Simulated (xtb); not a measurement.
In(Cl)2(SeH) (Cl₂HInSe), SMILES [Cl][In]([Cl])[SeH]. All values are semi-empirical tight-binding results from xtb (GFN2-xTB unless named), good for trends rather than for accurate numbers. Geometry optimised at GFN2-xTB. The structure was generated by enumeration; whether it is a known compound was not checked. Other conformers were not sampled.

Optimised geometry:

```xyz
5

In     0.0094     0.4046     0.0000
Cl     1.8441     1.7903     0.0000
Cl    -2.0747     1.3926     0.0000
Se     0.1401    -2.1099     0.0000
H     -1.3020    -2.1937     0.0000
```

For metal compounds this method's bond lengths and energies can be far off.

```json
{
 "point_group_as_xtb_finds_it": "Cs",
 "orbital_gap": "2.43 eV",
 "zero_point_energy": "5.4 kcal/mol",
 "G − E(el) at 298.15 K (modified RRHO)": "-17.0 kcal/mol"
}
```

Computed atomic charges and the Wiberg bond orders between heavy atoms:
charges (e) In1 0.18, Cl2 -0.13, Cl3 -0.15, Se4 -0.08, H5 0.17. Bond orders In1–Cl2 1.07, In1–Cl3 1.04, In1–Se4 0.94.
